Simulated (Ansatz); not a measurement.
`C[CH](S)[SbH2]` + H₂ → `C[CH2][SbH2]` + H₂S  (hydrogenolysis of a C–S bond)

Computed with Ansatz on PBE0-D4/def2-TZVP structures; ΔE is electronic, products minus reactants. CCSD(T)/CBS adds triple-zeta CCSD(T) − MP2 to the extrapolated MP2 energy (def2 sets, frozen cores). This one scheme is used for every species. Functionals use def2-TZVPP. Elements past krypton have def2 core potentials. For Sb outer-core shells are correlated without core-valence functions, which leaves a few kJ/mol of doubt a bond. One conformer a species, not always the lowest.

```json
{"level": "r2SCAN-D4", "ΔE (kcal/mol)": "-16.5"}
{"level": "PBE0-D4", "ΔE (kcal/mol)": "-16.8"}
{"level": "HF/def2-TZVPP", "ΔE (kcal/mol)": "-24.0"}
{"level": "CCSD(T)/def2-TZVPP", "ΔE (kcal/mol)": "-17.3"}
{"level": "MP2/def2-QZVPP", "ΔE (kcal/mol)": "-14.2"}
{"level": "SCS-MP2/def2-QZVPP", "ΔE (kcal/mol)": "-15.8"}
{"level": "MP2/CBS(def2)", "ΔE (kcal/mol)": "-13.6"}
{"level": "CCSD/CBS(def2)", "ΔE (kcal/mol)": "-17.8"}
```

(1) What does CCSD(T)/CBS give? (An estimate is asked.)

Largest T1 diagnostic among the species: 0.012.

## Answers

(1) Ansatz gave: -16.1 kcal/mol. The listed levels differ from it by -0.4, -0.7, -7.9, -1.2, 1.9, 0.3, 2.5, -1.7 kcal/mol.

In def2-TZVPP, CCSD(T) changes the Hartree–Fock value by +6.7 kcal/mol (the triples alone add +1.7 kcal/mol) and MP2 by +9.1 kcal/mol. The D4 term adds +3.5 kcal/mol with B3LYP and +1.8 kcal/mol with PBE0; it sums over pairs of atoms, weighted by their polarisabilities, and B3LYP, whose exchange is more repulsive, gets the larger term. From PBE to PBE0 (25 % exact exchange), in def2-TZVPP and without D4, ΔE moves by −1.2 kcal/mol.

B3LYP here is the variant with VWN-RPA as its local correlation; programs differ in this.
